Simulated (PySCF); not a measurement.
# Radial density of Cl⁺ (chlorine, charge +1)

UHF, [Ne] 3s2 3p3 4s1, high-spin 5S determinant (an excited configuration). Computed with PySCF 2.14 in aug-cc-pV(Q+d)Z with one added diffuse shell each of s, p, d, f, g type (8s7p6d4f3g, 114 functions), with no relativity, point nucleus.

```csv
r (bohr),4πr²ρ (e/bohr),4πr²(ρα − ρβ)
0.00140,0.07595,0.0000
0.00236,0.2081,0.0001
0.00397,0.5573,0.0003
0.00667,1.439,0.0008
0.0112,3.487,0.0020
0.0189,7.614,0.0049
0.0318,13.96,0.0115
0.0534,19.26,0.0318
0.0899,17.50,0.1071
0.151,13.15,0.3206
0.254,17.98,0.5154
0.428,16.01,0.1289
0.719,4.670,0.4043
1.21,3.963,2.1673
2.03,1.869,1.2077
3.42,0.4068,0.3816
5.76,0.1302,0.1301
9.68,0.002192,0.0022
```

The outer electron is Rydberg-like, and this basis confines it to a smaller radius and binds it less than a complete one would.
